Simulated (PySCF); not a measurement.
C₈H₁₅PS.
Atom-mapped SMILES: `[CH3:1][CH2:2][C:3]1=[C:4]([CH3:5])[CH2:6][CH2:7][P@@:8]1([CH3:9])=[S:10]`

NICS = −σ at a ghost point: NICS(0) at the centroid of the ring atoms, NICS(1) 1 Å to either side along the normal of their mean plane, zz for the tensor component along that normal. Level: GIAO PBE0/pcSseg-1 (PySCF, non-relativistic, gas phase) on the PBE0-D3(BJ)/def2-SVP geometry, one conformer.

Ring bond lengths (Å), with Mayer bond orders in brackets: C3–C4 1.348 (1.76), C4–C6 1.513 (1.03), C6–C7 1.531 (1.02), C7–P8 1.837 (0.89), P8–C3 1.815 (0.86).

Q: Give the NICS values of each ring in ppm.

A: 
```tsv
ring	type	NICS(0)	NICS(1), two faces	NICS(1)zz, two faces	rms pucker (Å)	centre to ring atoms, mean (Å)
C3–C4–C6–C7–P8	5-membered ring with P; formal bonds 1 double, 4 single	-3.3	-3.5 / -4.0	-2.0 / -1.9	0.10	1.36
```

Q: What can be read from them?

A: 
- C3–C4–C6–C7–P8: mean NICS(1)zz -2.0 ppm, near zero. C6, C7, P8 have four or more neighbours, so the value isn't read as a sign of a π ring current.

Q: What is the mean of the two in-plane components of NICS at the first NICS(1) probe listed for ring C3–C4–C6–C7–P8, 1 Å off the ring?

A: The isotropic value is a third of the trace: (3 × -3.5 − (-2.0))/2 = -4.2 ppm.

Q: List the ring angles and the Hirshfeld charges of the ring atoms.

A: 
- C3–C4–C6–C7–P8: C3 110.8° (-0.053 e), C4 116.6° (+0.020 e), C6 109.2° (-0.067 e), C7 105.7° (-0.109 e), P8 93.2° (+0.340 e); sum 535.5° against 540° for a flat convex ring.

Q: How do the values depend on the level or the medium?

A: 
```
                                 level  NICS(0), C3–C4–C6–C7–P8  mean NICS(1)zz, C3–C4–C6–C7–P8
                    PBE0/pcSseg-1, gas                     -3.3                            -2.0
                    WP04/pcSseg-1, gas                     -3.0                            -1.4
     PBE0/pcSseg-1, IEF-PCM chloroform                     -3.5                            -2.0
PBE0/pcSseg-1, IEF-PCM dichloromethane                     -3.5                            -2.0
```

The geometry is the same throughout; the continuum's cavity takes Bondi-type radii × 1.2.
